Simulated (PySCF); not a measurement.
Computed shifts of a molecule C₃H₉N, PBE0/pcSseg-1 (PySCF), GIAO, gas phase, equivalent atoms averaged, in ppm (number of nuclei): ¹³C: 51.6 (1), 41.1 (1), 20.1 (1). ¹⁵N: 52.4 (1). ¹H: 2.77 (1), 2.76 (3), 2.58 (1), 1.44 (3), -0.40 (1). References: ¹³C against TMS (σ = 186.3 ppm); ¹⁵N against NH3 (σ = 267.4 ppm); ¹H against TMS (σ = 31.56 ppm), references at their B3LYP-D3(BJ)/def2-TZVP geometries, non-relativistic. Coordinates come from a B3LYP-D3(BJ)/def2-SVP optimisation. The values are those of a single conformer.

**Question.** Pick the molecule that these values belong to.
A. CCNC
B. CCCN
C. CN(C)C
D. CC(C)N

**Answer.** A, CCNC
